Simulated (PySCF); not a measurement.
C3H6FNSi. Atoms are numbered in the order given.

```xyz
12

F     -0.4376    -2.5406     0.0000
C      0.5705    -1.6552     0.0000
C      0.3538    -0.3446     0.0000
C      1.3608     0.8078     0.0000
N      0.3716     1.8939     0.0000
Si    -1.0504     0.8957     0.0000
H      1.5481    -2.1547     0.0000
H      2.0171     0.8026    -0.8955
H      2.0171     0.8026     0.8955
H      0.6417     2.8677     0.0000
H     -1.9463     0.9512     1.2000
H     -1.9463     0.9512    -1.2000
```
Charge 0, spin multiplicity 1.

The structure is a stationary point at r2SCAN-D4/def2-SVP. The structure was generated by enumeration; whether it is a known compound was not checked.

Level of theory: PySCF with r2SCAN-D4/def2-SVP.

Frequencies are harmonic and unscaled.

| mode | ν (cm⁻¹) | IR (km/mol) | Raman (Å⁴/amu) | depolarisation | moving atoms (share of kinetic energy) |
|---|---|---|---|---|---|
| 1 | 88 | 11.6 | 1.8 | 0.75 | N 51 %, H 21 %, C 15 % |
| 2 | 148 | 0.9 | 1.4 | 0.71 | F 43 %, Si 27 %, C 17 %, H 10 % |
| 3 | 196 | 63.8 | 0.6 | 0.75 | H 62 %, C 31 % |
| 4 | 303 | 3.2 | 6.6 | 0.75 | C 45 %, H 36 %, F 19 % |
| 5 | 387 | 47.5 | 9.2 | 0.75 | H 77 %, C 22 % |
| 6 | 464 | 9.3 | 5.5 | 0.72 | F 34 %, C 25 %, N 19 %, Si 14 %, H 9 % |
| 7 | 580 | 5.4 | 6.3 | 0.75 | H 81 %, C 17 % |
| 8 | 607 | 9.0 | 13.6 | 0.15 | C 47 %, Si 31 %, H 18 % |
| 9 | 649 | 22.1 | 5.7 | 0.45 | C 62 %, Si 13 %, H 9 %, F 9 % |
| 10 | 669 | 67.4 | 7.8 | 0.75 | H 74 %, Si 16 % |
| 11 | 810 | 102.3 | 12.7 | 0.68 | H 73 %, Si 12 %, N 10 % |
| 12 | 869 | 13.2 | 5.5 | 0.75 | H 68 %, C 31 % |
| 13 | 871 | 100.6 | 12.0 | 0.18 | N 44 %, H 28 %, Si 23 % |
| 14 | 1010 | 170.1 | 13.6 | 0.66 | H 84 % |
| 15 | 1013 | 0.2 | 0.4 | 0.75 | H 63 %, C 36 % |
| 16 | 1040 | 25.5 | 6.5 | 0.66 | H 45 %, C 32 %, N 21 % |
| 17 | 1054 | 2.2 | 1.8 | 0.63 | C 79 %, H 12 % |
| 18 | 1160 | 0.3 | 7.6 | 0.75 | H 92 % |
| 19 | 1160 | 163.4 | 0.4 | 0.75 | C 49 %, F 30 %, H 18 % |
| 20 | 1229 | 85.4 | 10.8 | 0.73 | H 61 %, C 20 %, N 15 % |
| 21 | 1331 | 15.3 | 8.4 | 0.75 | H 74 %, C 19 % |
| 22 | 1356 | 4.3 | 6.5 | 0.60 | H 65 %, C 24 %, N 10 % |
| 23 | 1495 | 5.3 | 17.9 | 0.50 | H 92 % |
| 24 | 1766 | 153.5 | 27.2 | 0.18 | C 96 % |
| 25 | 2179 | 193.4 | 112.1 | 0.75 | H 96 % |
| 26 | 2194 | 178.3 | 255.7 | 0.07 | H 98 % |
| 27 | 2956 | 98.5 | 209.9 | 0.07 | H 95 % |
| 28 | 2996 | 52.6 | 146.7 | 0.75 | H 90 %, C 10 % |
| 29 | 3161 | 16.5 | 140.7 | 0.28 | H 91 %, C 9 % |
| 30 | 3674 | 33.2 | 166.6 | 0.30 | H 93 % |
